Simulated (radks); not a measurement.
The numbers below are computed, except where a source is named.
Removal energies from the cadmium ion Cd+, [Kr] 4d10 5s1, by Delta-SCF beside the eigenvalue of the level emptied. Level of theory: scalar-relativistic Kohn-Sham, PBE, spin-polarised, spherical densities, finite nucleus; Fermi nuclear charge, rms radius of each element as measured or else 0.836 A^(1/3) + 0.57 fm (a radial shooting solver on a logarithmic mesh with Libxc functionals). Open shells are filled with parallel spins first.

[
 {"removed from": "5s", "final configuration": "[Kr] 4d10", "Delta-SCF (eV)": "17.352", "-eigenvalue (eV)": "13.473"},
 {"removed from": "4d", "final configuration": "[Kr] 4d9 5s1", "Delta-SCF (eV)": "27.126", "-eigenvalue (eV)": "20.356"},
 {"removed from": "4p", "final configuration": "[Ar] 3d10 4s2 4p5 4d10 5s1", "Delta-SCF (eV)": "83.510", "-eigenvalue (eV)": "75.766"},
 {"removed from": "4s", "final configuration": "[Ar] 3d10 4s1 4p6 4d10 5s1", "Delta-SCF (eV)": "122.78", "-eigenvalue (eV)": "114.71"}
]
